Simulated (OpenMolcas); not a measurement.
Ru2+ (d6) among equal point charges was computed by CASSCF with the d shell active (OpenMolcas, ANO-RCC-VDZP on the metal). Its lowest spin-free states, and all those of the highest spin:

```json
{"2S+1": "5", "Degeneracy": "2", "E (cm-1)": "0.0"}
{"2S+1": "5", "Degeneracy": "1", "E (cm-1)": "675.6"}
{"2S+1": "5", "Degeneracy": "2", "E (cm-1)": "7595"}
{"2S+1": "3", "Degeneracy": "2", "E (cm-1)": "12733"}
{"2S+1": "3", "Degeneracy": "1", "E (cm-1)": "12870"}
{"2S+1": "3", "Degeneracy": "1", "E (cm-1)": "15310"}
{"2S+1": "3", "Degeneracy": "2", "E (cm-1)": "15565"}
{"2S+1": "1", "Degeneracy": "1", "E (cm-1)": "15588"}
{"2S+1": "3", "Degeneracy": "1", "E (cm-1)": "17734"}
{"2S+1": "3", "Degeneracy": "2", "E (cm-1)": "18170"}
{"2S+1": "3", "Degeneracy": "2", "E (cm-1)": "19624"}
{"2S+1": "3", "Degeneracy": "1", "E (cm-1)": "20252"}
```

Question: Is the site octahedral, tetrahedral or cube-like, axial, or of lower symmetry?

Answer: The states with 2S+1 = 5 have orbital degeneracies 2, 1, 2. There are pairs but no triples, so the site is axial: not cubic, but with a proper or improper axis of order three or more. The run had Ru2+ among 6 point charges of -1.5 e arranged as a trigonal antiprism (D3d), 2.21 Å from the ion, with a polar angle of 53.6° against the regular 54.74°.

An orbital doublet at a regular site is open to a Jahn-Teller distortion, which this geometry leaves out. Without dynamic correlation the repulsion within the d shell is too large (B by tens of per cent), so at a given field states of lower spin stand too high. Point charges give a weaker field than real ligands, and real ions of this kind are as a rule low spin; the high spin found here belongs to the model. This is an electrostatic model: the charges have no orbitals. A group larger than the point group allows holds several states that coincide in this model. No measured value stands beside these numbers.
